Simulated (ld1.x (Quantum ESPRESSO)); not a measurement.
**Pt: excitation energies, all-electron against TM**

ld1.x (Quantum ESPRESSO) 7.5 input, shortened:

```
&input
   title='Pt', zed=78., rel=1, dft='PZ', iswitch=3,
   config='[Xe] 4f14 5d9 6s1 6p0'
 /
 &inputp
   pseudotype=2, tm=.true., lloc=-1, rcloc=2.45,
   nlcc=.false.
 /
3
6S  1  0   1.00   0.00  2.55  2.55  0.0
5P  2  1   6.00   0.00  1.95  1.95  0.0
5D  3  2   9.00   0.00  2.10  2.10  0.0
 &test
   configts(1)='5p6 5d9 6s1 6p0'
 /
```

Energies are relative to the spin-unpolarised reference configuration 5p6 5d9 6s1 6p0; without spin polarisation the order of configurations can differ from experiment. Spin-polarised rows fill each open shell by Hund’s rule, majority spin first.

Task: Give the all-electron excitation energy and the error of the potential for: 5p6 5d9 6s0 6p0; 5p6 5d8 6s0 6p0; 5p6 5d7 6s0 6p0; 5p6 5d9 6s0 6p1; 5p6 5d10 6s0 6p0; 5p6 5d8 6s2 6p0; 5p6 5d8 6s1 6p0; 5p6 5d9 6s1 6p0 (spin-polarised); 5p6 5d9 6s0 6p0 (spin-polarised).

Result:

```json
{"valence configuration": "5p6 5d9 6s0 6p0", "charge": "+1", "ΔE all-electron (eV)": "9.545", "error AE − PS (meV)": "-11"}
{"valence configuration": "5p6 5d8 6s0 6p0", "charge": "+2", "ΔE all-electron (eV)": "29.804", "error AE − PS (meV)": "-17"}
{"valence configuration": "5p6 5d7 6s0 6p0", "charge": "+3", "ΔE all-electron (eV)": "62.315", "error AE − PS (meV)": "-55"}
{"valence configuration": "5p6 5d9 6s0 6p1", "charge": "0", "ΔE all-electron (eV)": "5.185", "error AE − PS (meV)": "-187"}
{"valence configuration": "5p6 5d10 6s0 6p0", "charge": "0", "ΔE all-electron (eV)": "0.054", "error AE − PS (meV)": "-20"}
{"valence configuration": "5p6 5d8 6s2 6p0", "charge": "0", "ΔE all-electron (eV)": "0.930", "error AE − PS (meV)": "-8.5"}
{"valence configuration": "5p6 5d8 6s1 6p0", "charge": "+1", "ΔE all-electron (eV)": "11.417", "error AE − PS (meV)": "+5.0"}
{"valence configuration": "5p6 5d9 6s1 6p0 (spin-polarised)", "charge": "0", "ΔE all-electron (eV)": "-0.379", "error AE − PS (meV)": "+29"}
{"valence configuration": "5p6 5d9 6s0 6p0 (spin-polarised)", "charge": "+1", "ΔE all-electron (eV)": "9.416", "error AE − PS (meV)": "+10.0"}
```
